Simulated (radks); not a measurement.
Task: The cerium ion Ce12+ is in [Kr] 4d10. All-electron calculation, scalar-relativistic Kohn-Sham, PBE, spin-polarised, spherical densities, finite nucleus; Fermi nuclear charge, rms radius of each element as measured or else 0.836 A^(1/3) + 0.57 fm. Program: a radial shooting solver on a logarithmic mesh with Libxc functionals. Open shells are filled with parallel spins first. One electron is removed from 4s, 4p, 4d, 3d in turn, with full relaxation. Which removal costs least, and what does each cost?

Result: 4d 313.45 eV; 4p 416.69 eV; 4s 488.09 eV; 3d 1101.1 eV. The 4d electron leaves first.
